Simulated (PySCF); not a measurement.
Computed Raman spectrum (relative Raman activity) of a molecule C3H2Cl2F2. Geometry: B3LYP-D3(BJ)/def2-SVP. Other conformers were not sampled. Calculation: B3LYP-D3(BJ)/def2-SVP in PySCF. Frequencies are harmonic and unscaled.

Lines under 2 % of the strongest are left out, and lines within 2 cm⁻¹ are merged.

```json
[
 {"ν (cm⁻¹)": "110", "relative intensity": "2.1"},
 {"ν (cm⁻¹)": "257", "relative intensity": "5.0"},
 {"ν (cm⁻¹)": "369", "relative intensity": "7.2"},
 {"ν (cm⁻¹)": "462", "relative intensity": "3.0"},
 {"ν (cm⁻¹)": "520", "relative intensity": "3.4"},
 {"ν (cm⁻¹)": "566", "relative intensity": "3.2"},
 {"ν (cm⁻¹)": "691", "relative intensity": "4.1"},
 {"ν (cm⁻¹)": "848", "relative intensity": "3.6"},
 {"ν (cm⁻¹)": "1104", "relative intensity": "4.5"},
 {"ν (cm⁻¹)": "1121", "relative intensity": "11"},
 {"ν (cm⁻¹)": "1146", "relative intensity": "12"},
 {"ν (cm⁻¹)": "1249", "relative intensity": "2.1"},
 {"ν (cm⁻¹)": "1380", "relative intensity": "7.3"},
 {"ν (cm⁻¹)": "1409", "relative intensity": "5.1"},
 {"ν (cm⁻¹)": "1705", "relative intensity": "42"},
 {"ν (cm⁻¹)": "3108", "relative intensity": "68"},
 {"ν (cm⁻¹)": "3201", "relative intensity": "100"}
]
```

### Question
Pick the molecule that these values belong to.
A. F[C@H]1[C@H](F)C1(Cl)Cl
B. FC1(F)CC1(Cl)Cl
C. FC(F)C=C(Cl)Cl

### Answer
C, FC(F)C=C(Cl)Cl
